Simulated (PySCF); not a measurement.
## Mn³⁺ (manganese, charge +3) across methods

[Ar] 3d4, high-spin 5D determinant. Calculation: PySCF 2.14, in ANO-RCC-VTZP; the spin-free X2C one-electron Hamiltonian (Gaussian nucleus).

```json
{"method": "M06-2X", "E (hartree)": "-1156.469", "mean ε 3p α (eV)": "-100.45", "mean ε 3p β (eV)": "-93.554", "mean ε 3d α (eV)": "-48.233", "Σ⟨r²⟩ (bohr²)": "13.17", "⟨S²⟩": "6.001"}
{"method": "r2SCAN", "E (hartree)": "-1156.418", "mean ε 3p α (eV)": "-94.033", "mean ε 3p β (eV)": "-88.189", "mean ε 3d α (eV)": "-43.416", "Σ⟨r²⟩ (bohr²)": "13.21", "⟨S²⟩": "6.001"}
{"method": "UHF", "E (hartree)": "-1155.42273", "mean ε 3p α (eV)": "-109.74", "mean ε 3p β (eV)": "-98.111", "mean ε 3d α (eV)": "-53.110", "Σ⟨r²⟩ (bohr²)": "13.15", "⟨S²⟩": "6.002"}
{"method": "MN15", "E (hartree)": "-1157.094", "mean ε 3p α (eV)": "-95.603", "mean ε 3p β (eV)": "-91.879", "mean ε 3d α (eV)": "-46.100", "Σ⟨r²⟩ (bohr²)": "13.24", "⟨S²⟩": "6.000"}
{"method": "PBE", "E (hartree)": "-1156.192", "mean ε 3p α (eV)": "-91.976", "mean ε 3p β (eV)": "-87.382", "mean ε 3d α (eV)": "-42.874", "Σ⟨r²⟩ (bohr²)": "13.28", "⟨S²⟩": "6.000"}
{"method": "PBE0", "E (hartree)": "-1156.240", "mean ε 3p α (eV)": "-96.687", "mean ε 3p β (eV)": "-90.483", "mean ε 3d α (eV)": "-45.650", "Σ⟨r²⟩ (bohr²)": "13.22", "⟨S²⟩": "6.001"}
{"method": "LDA", "E (hartree)": "-1153.965", "mean ε 3p α (eV)": "-91.856", "mean ε 3p β (eV)": "-87.449", "mean ε 3d α (eV)": "-42.984", "Σ⟨r²⟩ (bohr²)": "13.29", "⟨S²⟩": "6.000"}
```

Problem. Estimate the same row for PBEsol.

Solution. E (hartree) = -1155.049; mean ε 3p α (eV) = -91.830; mean ε 3p β (eV) = -87.259; mean ε 3d α (eV) = -42.817; Σ⟨r²⟩ (bohr²) = 13.28; ⟨S²⟩ = 6.000.
